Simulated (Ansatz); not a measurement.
H4Ge, charge +1, doublet, at a GFN2-xTB geometry (a state made from the parent by changing its charge; the spin is typed, not shown lowest); SC-NEVPT2/def2-SVP, CASSCF(5,7) in Ansatz (a first-principles code).

Input for Ansatz:
Ansatz 0.2 input:
```yaml
crystal:
  periodic: [false, false, false]
  atoms:
    - {symbol: Ge, position_ang: [-0.00000000, -0.00000000, -0.00000000]}
    - {symbol: H, position_ang: [-0.69478601, -0.61996210, -1.21813489]}
    - {symbol: H, position_ang: [0.64356568, -0.62055059, 1.24566183]}
    - {symbol: H, position_ang: [-1.20493052, 0.68589791, 0.65469055]}
    - {symbol: H, position_ang: [1.25615085, 0.55461478, -0.68221749]}
basis:
  gaussian:
    orbitals: def2-SVP
total_charge: 1
correlation: {method: sc_nevpt2, electrons: all, active_space: {window: {electrons: 5, orbitals: 7}}}
magnetization: {spin_polarized: false, initial_magnetization: 1}
```

Write the output that Ansatz gives for this input, abridged.


```
Functional definition: HF
520 factors; integrals over basis functions are off by at most 1.3e-3 eV
mean field evaluation 1: about -56517.3468 eV, gradient 7.9e0 eV
mean field evaluation 2: about -56517.3473 eV, gradient 7.9e0 eV
mean field evaluation 4: about -56517.6856 eV, gradient 8.8e-1 eV
mean field evaluation 8: about -56517.6863 eV, gradient 1.2e-6 eV
mean field evaluation 16: about -56516.8978 eV, gradient 6.7e0 eV
mean field -56517.68627463 eV, -2076.9866615289 hartree, gradient 8.6e-7 eV, S^2 0.750000; 2 other end points of the search recorded, 0 dependent functions left out
reference -56517.68627463 eV, -2076.9866615289 hartree; 18, 17 occupied and 34, 35 virtual orbitals, 520 factors
state -56519.10922038 eV, -2077.0389538207 hartree
state -56519.10922038 eV, -2077.0389538207 hartree; corrected -56525.98911863 eV, -2077.2917854182 hartree
Total energy: -56525.98911863 eV, -2077.2917854182 hartree
```
